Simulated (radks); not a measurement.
Values are calculated unless marked as measured or tabulated.
Valence configurations of Tm I (all share [Xe]). Code: a radial shooting solver on a logarithmic mesh with Libxc functionals. Model: Dirac Kohn-Sham, PBE, spin-unpolarised, spherical densities, finite nucleus; open shells fill j = l - 1/2 first; Fermi nuclear charge, rms radius 5.2256 fm. Energies are relative to 4f13 6s2; eigenvalues in eV.

4f13 6s2: E (eV) 0.000; e(4f5/2) -3.737; e(4f7/2) -2.542; e(6s1/2) -3.877
4f13 6s1.5 6p0.5: E (eV) 1.310; e(4f5/2) -4.420; e(4f7/2) -3.225; e(6p1/2) -1.609; e(6s1/2) -4.270
4f13 6s1 6p1: E (eV) 2.659; e(4f5/2) -5.068; e(4f7/2) -3.872; e(6p1/2) -1.891; e(6s1/2) -4.625
4f13 5d1 6s1: E (eV) 3.003; e(4f5/2) -3.250; e(4f7/2) -2.056; e(5d3/2) -0.783; e(6s1/2) -3.808
4f12.5 5d1.5 6s1: E (eV) 4.201; e(4f5/2) -5.923; e(4f7/2) -4.693; e(5d3/2) -1.130; e(6s1/2) -3.984
4f12 5d1 6s1 6p1: E (eV) 7.094; e(4f5/2) -11.264; e(4f7/2) -9.998; e(5d3/2) -3.023; e(6p1/2) -2.079; e(6s1/2) -5.140
4f11 5d2 6s2: E (eV) 13.616; e(4f5/2) -16.937; e(4f7/2) -15.600; e(5d3/2) -3.157; e(6s1/2) -4.761
4f11 5d1 6s2 6p1: E (eV) 15.836; e(4f5/2) -20.303; e(4f7/2) -18.965; e(5d3/2) -5.398; e(6p1/2) -2.477; e(6s1/2) -6.083
4f11 6s2 6p2: E (eV) 19.516; e(4f5/2) -23.970; e(4f7/2) -22.629; e(6p1/2) -3.306; e(6s1/2) -7.354

NIST lists [Xe] 4f13 6s2 as the ground configuration; this level of theory agrees among the configurations tried. The energies are those of spherical spin-averaged densities, not of single terms. No valid solution was reached for [Xe] 4f14 5d1.
